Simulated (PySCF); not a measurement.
**Ionisation energy of N+ by level of theory**

N+ [He] 2s2 2p2 (3P) → N(2+) [He] 2s2 2p1 (2P), as a difference of total energies. Calculation: PySCF 2.14, in def2-TZVP; the non-relativistic Hamiltonian (point nucleus). Correlated levels: valence: 1s2 frozen. The calculations carry no spin-orbit coupling.

Task: Order these methods by the ionisation energy they give, lowest first.
A. TPSS
B. MP2 (valence)
C. CCSD(T) (valence)
D. UHF

Result: D (29.209 eV), C (29.477 eV), B (29.617 eV), A (29.838 eV).

Errors of the correlated levels include the incompleteness of this basis and the frozen core.

For comparison: 29.601 eV (semi-empirical (NIST evaluation); NIST Atomic Spectra Database, ionization energies).
